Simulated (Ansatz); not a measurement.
Start from `N[SiH2][AlH][S][SiH3]` and change one atom or group to get `N[SiH2][AlH][TeH]`.

Ansatz, PBE0-D4/def2-TZVP geometries, multiplicity 1. Each molecule was computed in one conformer, which needn't be the lowest.

Elements past krypton have def2 core potentials.

```
                                      property  `N[SiH2][AlH][S][SiH3]`
           LUMO energy (B3LYP/def2-TZVPP) / eV                    -1.24
         LUMO energy (ωB97M-V/def2-TZVPP) / eV                     0.56
         HOMO–LUMO gap (B3LYP/def2-TZVPP) / eV                     5.46
             LUMO energy (PBE/def2-TZVPP) / eV                    -1.86
          HOMO–LUMO gap (PBE0/def2-TZVPP) / eV                     5.80
size of the dipole moment (PBE/def2-TZVPP) / D                     1.48
```

Problem. What does the change do to each property? (An estimate is asked.)

Solution. Computed: 
```json
{"property": "LUMO energy (B3LYP/def2-TZVPP) / eV", "`N[SiH2][AlH][TeH]`": "-2.01", "shift": "-0.77"}
{"property": "LUMO energy (ωB97M-V/def2-TZVPP) / eV", "`N[SiH2][AlH][TeH]`": "-0.26", "shift": "-0.82"}
{"property": "HOMO–LUMO gap (B3LYP/def2-TZVPP) / eV", "`N[SiH2][AlH][TeH]`": "4.40", "shift": "-1.06"}
{"property": "LUMO energy (PBE/def2-TZVPP) / eV", "`N[SiH2][AlH][TeH]`": "-2.55", "shift": "-0.69"}
{"property": "HOMO–LUMO gap (PBE0/def2-TZVPP) / eV", "`N[SiH2][AlH][TeH]`": "4.74", "shift": "-1.06"}
{"property": "size of the dipole moment (PBE/def2-TZVPP) / D", "`N[SiH2][AlH][TeH]`": "1.62", "shift": "0.14"}
```

With PBE0 the HOMO rises by 0.28 eV and the LUMO falls by 0.79 eV, so the gap narrows by about 1.07 eV. PBE moves the HOMO by 0.26 eV and ωB97M-V by 0.28 eV. Dipoles are sizes alone; their direction can turn.

B3LYP here is the variant with VWN-RPA as its local correlation; programs differ in this.

Spin–orbit coupling is left out; it splits and shifts lone-pair levels of the heavy atoms by tenths of an eV.
